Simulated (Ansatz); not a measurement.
## Ligand exchange: C2H6Si + PH(SiH3)2 → C2H8Si2 + SiH3(PH2)

Species: C2H6Si `C=C[SiH3]`, singlet; PH(SiH3)2, singlet; C2H8Si2 `C=C[SiH2][SiH3]`, singlet; SiH3(PH2), singlet. The partners trade H for SiH3: Si–H and P–SiH3 bonds give way to Si–SiH3 and P–H.

Shapes, held fixed at every level: PBE0-D4/def2-TZVP. Flexible molecules stand in one conformer, not always the lowest. Programs: Ansatz 0.2.0. The zero-point and thermal change to 298 K, harmonic and unscaled (PBE0-D4/def2-TZVP), is -0.6 kJ/mol.

(1) Estimate ΔH(298 K) of this reaction.

## Answers

(1) The highest level, CCSD(T)/CBS estimate, gives ΔH(298 K) = +26.7 kJ/mol; the levels span +21.4 to +32.0. The column of differences is taken from that level and isn't an error. No measured value is set beside it here. The CBS estimate extrapolates MP2 from def2-TZVPP and def2-QZVPP and adds CCSD(T) − MP2 in the triple-zeta set, cores frozen. Times are processor times on shared x86 and Arm servers, and rough.

| level | kind | ΔH(298 K) (kJ/mol) | less CCSD(T)/CBS estimate | CPU time (sum over the molecules) |
| --- | --- | --- | --- | --- |
| B3LYP-D4/def2-TZVPP | global hybrid | +23.3 | -3.4 | 47 s |
| wB97M-V/def2-TZVPP | range-separated hybrid | +27.7 | +1.0 | 91 s |
| B2PLYP/def2-TZVPP | double hybrid | +24.6 | -2.1 | 45 s |
| MP2/def2-SVP | perturbation theory | +27.3 | +0.6 | – |
| MP2/def2-TZVPP | perturbation theory | +32.0 | +5.3 | – |
| CCSD(T)/def2-SVP | coupled cluster or CI | +21.4 | -5.3 | 22 s |
| CCSD(T)/CBS estimate | coupled cluster or CI | +26.7 | 0.0 | 9.9 min |
